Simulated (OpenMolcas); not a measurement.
## Cr²⁺: the spin-orbit constant, Racah parameters, worked from levels

- Program: OpenMolcas
- Basis: ANO-RCC-VTZP [6s5p3d2f1g]
- Scalar Hamiltonian: DKH2, point nucleus
- Active space: 10 electrons in 8 orbitals (RAS1 3p, at most 2 holes; RAS2 3d)
- State averaging: 2S+1 = 5 even, 5 roots; 2S+1 = 3 even, 45 roots; 2S+1 = 1 even, 44 roots
- Spin-orbit coupling: state interaction with AMFI integrals over the reference wave functions, term energies averaged over their components

Methods: RASSCF; MS-RASPT2, IPEA 0.25 Eh, imaginary shift 0.1 Eh (closed shells correlated: 3s). Measured levels: Sugar and Corliss, J. Phys. Chem. Ref. Data 6, 317 (1977).

**The spin-orbit constant.** For the Hund term ⁵D of d4, E(J) = (A/2) J(J+1) + constant and ζ = 2S·A = 4A. From J = 0 to J = 4 the energy changes by 10 A.

| Source | E(4) - E(0) | A | ζ |
| --- | --- | --- | --- |
| RASSCF | 650.5 | 65.0 | 260 |
| MS-RASPT2 | 650.5 | 65.0 | 260 |
| measured | 576.1 | 57.6 | 230 |

All in cm-1. MS-RASPT2 is off by +12.9 % and RASSCF by +12.9 %. Both methods take the spin-orbit matrix elements from the reference wave functions, so the second can move ζ only through the term energies and any multistate remixing. Second-order mixing with other terms is absorbed into this ζ.

**Racah parameters.** Above ⁵D, d4 has ³G at 9B + 4C, ³H at 4B + 4C and ³D at 16B + 4C. The first two fix B and C, and the third tests them; where it misses by thousands of cm-1, two parameters do not describe the configuration (Trees and configuration-interaction terms are left out) and B and C hang on the terms chosen. Term energies are centres of gravity, weighted by 2J + 1.

```
   Source     ³G     ³H    B     C   C/B  ³D from B, C  ³D found
   RASSCF  25602  21546  811  4575  5.64         31276     31220
MS-RASPT2  21251  17410  768  3584  4.67         26624     26547
 measured  20521  17065  691  3575  5.17         25356     25418
```

Energies in cm-1. From RASSCF to MS-RASPT2, B changes by -5.3 % and C by -21.7 %. Against the measured terms, MS-RASPT2 has B off by +11.1 % and C by +0.3 %.

CASPT2 does not keep the components of a term degenerate, so their means are used; among the terms shown or strongly mixed into the levels shown the widest spread is 510 cm-1 (3d⁴ ³H, MS-RASPT2). Active for correlation alone: 3p; no level in the range computed is led by a configuration that opens it, so any true level of that kind is missing. Without dynamic correlation excited terms often stand tens of per cent too high (terms of higher spin than the ground term too low), and those without a measured partner can miss by more than the paired ones (holds for RASSCF). Measured partners are found by configuration, term and J. A level has none where our copy of the source lacks it or the pairing is in doubt (some pairs that miss far off the trend of their configuration count as doubtful), and it then counts in no deviation. Levels of configurations outside the active space are missing.
